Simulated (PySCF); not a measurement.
Sn(H)3(OEt) (C₂H₈OSn), SMILES CC[O][SnH3].

Geometry: PBE-D3(BJ)/def2-SVP. The structure was generated by enumeration; whether it is a known compound was not checked. The def2 effective core potentials stand for the cores of Sn; spin–orbit coupling is left out. The values are those of a single conformer.

These are IEF-PCM-M06-2X/def2-SVP run with PySCF values and carry that method's errors.

The values are the electrostatic part of the solvation free energy, E(continuum) − E(gas) at the gas-phase geometry, in a cavity of scaled van der Waals radii (PySCF's table); cavitation and dispersion terms are not included. A continuum can't describe solvent molecules that bind to the metal. In vacuum the orbital gap is 9.32 eV. The dipole moment in vacuum is 1.68 D.

Question: Estimate the values in water (ε = 78.36), chloroform (ε = 4.71), chlorobenzene (ε = 5.70). (The exact figures need the calculation; the answer reports its results.)

Answer: 
```
solvent            ε  ΔG(elec) (kcal/mol)  dipole (D)  gap (eV)
-------------  -----  -------------------  ----------  --------
water          78.36                 -3.3        2.22      9.57
chloroform      4.71                 -2.3        2.04      9.50
chlorobenzene   5.70                 -2.5        2.06      9.51
```
